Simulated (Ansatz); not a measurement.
Born–Oppenheimer molecular dynamics of BF3 (4 atoms, charge 0, multiplicity 1). It starts from a relaxed structure.

Theory: RKS revPBE-D4/def2-SVP (Ansatz).

```json
{
 "ensemble": "NVT, Nosé–Hoover chain",
 "time step": "2 fs",
 "steps asked": "150",
 "set temperature": "100 K",
 "thermostat": "time constant 100 fs, chain length 3 (defaults)",
 "seed": "752577"
}
```

Frames 10 fs apart, positions in Å.

Velocities at 0.0 fs (Å/ps):

```
F -1.00 1.09 -0.34
B 3.99 0.28 -1.98
F -1.08 -2.72 0.10
F -0.20 1.46 1.37
```

```xyz
4
Properties=species:S:1:pos:R:3 time_fs=0.0 energy_less_start_eV=0.000 T=100
F 0.566 0.198 1.184
B 0.014 -0.015 -0.005
F -0.255 -1.255 -0.400
F -0.270 1.011 -0.799
4
Properties=species:S:1:pos:R:3 time_fs=10.0 energy_less_start_eV=0.020 T=24
F 0.558 0.208 1.181
B 0.042 -0.022 -0.024
F -0.262 -1.273 -0.398
F -0.271 1.024 -0.787
4
Properties=species:S:1:pos:R:3 time_fs=20.0 energy_less_start_eV=0.014 T=47
F 0.557 0.210 1.172
B 0.027 -0.030 -0.022
F -0.258 -1.269 -0.396
F -0.265 1.022 -0.782
4
Properties=species:S:1:pos:R:3 time_fs=30.0 energy_less_start_eV=0.011 T=62
F 0.564 0.202 1.170
B -0.007 -0.013 0.002
F -0.250 -1.260 -0.399
F -0.261 1.011 -0.790
4
Properties=species:S:1:pos:R:3 time_fs=40.0 energy_less_start_eV=0.016 T=44
F 0.575 0.194 1.189
B -0.017 -0.014 0.010
F -0.248 -1.248 -0.403
F -0.268 1.008 -0.810
4
Properties=species:S:1:pos:R:3 time_fs=50.0 energy_less_start_eV=0.012 T=60
F 0.573 0.188 1.202
B 0.019 0.000 0.004
F -0.255 -1.244 -0.404
F -0.279 1.003 -0.818
4
Properties=species:S:1:pos:R:3 time_fs=60.0 energy_less_start_eV=0.021 T=28
F 0.564 0.189 1.198
B 0.049 -0.012 -0.014
F -0.259 -1.236 -0.398
F -0.283 1.001 -0.810
4
Properties=species:S:1:pos:R:3 time_fs=70.0 energy_less_start_eV=0.008 T=82
F 0.560 0.196 1.182
B 0.035 -0.013 -0.013
F -0.257 -1.248 -0.397
F -0.274 1.005 -0.796
4
Properties=species:S:1:pos:R:3 time_fs=80.0 energy_less_start_eV=0.011 T=80
F 0.566 0.207 1.174
B -0.010 -0.021 -0.002
F -0.251 -1.270 -0.401
F -0.260 1.021 -0.790
4
Properties=species:S:1:pos:R:3 time_fs=90.0 energy_less_start_eV=0.029 T=14
F 0.568 0.211 1.171
B -0.025 -0.025 0.001
F -0.249 -1.278 -0.402
F -0.256 1.028 -0.788
4
Properties=species:S:1:pos:R:3 time_fs=100.0 energy_less_start_eV=0.006 T=109
F 0.560 0.205 1.172
B 0.012 -0.017 -0.009
F -0.254 -1.264 -0.398
F -0.264 1.016 -0.787
4
Properties=species:S:1:pos:R:3 time_fs=110.0 energy_less_start_eV=0.022 T=59
F 0.558 0.194 1.188
B 0.051 -0.020 -0.021
F -0.259 -1.242 -0.395
F -0.279 1.005 -0.799
```

Of the whole run (300 fs, mean temperature of the second half 129 K): The conserved energy stayed within 0.27 meV per atom of its start (net change 0.12 meV per atom), so the integration is sound. The mean temperature of the second half is 29 % above the set value. A run of 0.3 ps of so small a system gives no equilibrium averages.

Time of the run: 2.8 min on 1 thread of Intel(R) Xeon(R) Platinum 8259CL CPU @ 2.50GHz (Skylake/Cascade Lake), with other jobs on the host, peak memory 0.11 GiB.
